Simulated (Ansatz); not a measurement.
Isolated molecules relaxed with PBE0-D4/def2-TZVP in Ansatz; ΔE leaves out vibrations. CCSD(T)/CBS is the MP2 limit (def2-TZVPP, def2-QZVPP) plus CCSD(T) − MP2 in def2-TZVPP, frozen cores. Functionals use def2-TZVPP. B3LYP here is the variant with VWN-RPA as its local correlation; programs differ in this. def2 core potentials past Kr. For Zr outer-core shells are correlated without core-valence functions, which leaves a few kJ/mol of doubt a bond. One conformer a species, not always the lowest.

Consider the redistribution: `O[SiH2]N[SiH](O)O` + `C[O][Zr]([CH3])([Cl])[Cl]` → `O[SiH2]N[SiH](O)Cl` + `C[O][Zr]([CH3])([OH])[Cl]`.

| level | ΔE (kcal/mol) | difference from CCSD(T)/CBS |
| --- | --- | --- |
| PBE-D4 | 10.0 | -1.3 |
| r2SCAN-D4 | 11.8 | 0.5 |
| B3LYP-D4 | 11.2 | -0.1 |
| ωB97X-V | 10.2 | -1.1 |
| ωB97M-V | 10.5 | -0.8 |
| B2PLYP | 11.7 | 0.4 |
| PBE | 10.2 | -1.1 |
| PBE0 | 11.0 | -0.3 |
| B3LYP | 11.5 | 0.2 |
| HF/def2-TZVPP | 13.3 | 2.0 |
| MP2/def2-TZVPP | 11.8 | 0.5 |
| SCS-MP2/def2-TZVPP | 11.8 | 0.5 |
| CCSD/def2-TZVPP | 11.9 | 0.6 |
| CCSD(T)/def2-TZVPP | 12.0 | 0.7 |
| SCS-MP2/def2-QZVPP | 11.5 | 0.2 |
| HF/CBS(def2) | 13.5 | 2.2 |
| CCSD(T)/CBS | 11.3 | 0 |

Largest T1 diagnostic among the species: 0.016.

In def2-TZVPP, CCSD(T) changes the Hartree–Fock value by −1.3 kcal/mol (the triples alone add +0.0 kcal/mol) and MP2 by −1.5 kcal/mol. From PBE to PBE0 (25 % exact exchange), in def2-TZVPP and without D4, ΔE moves by +0.9 kcal/mol.
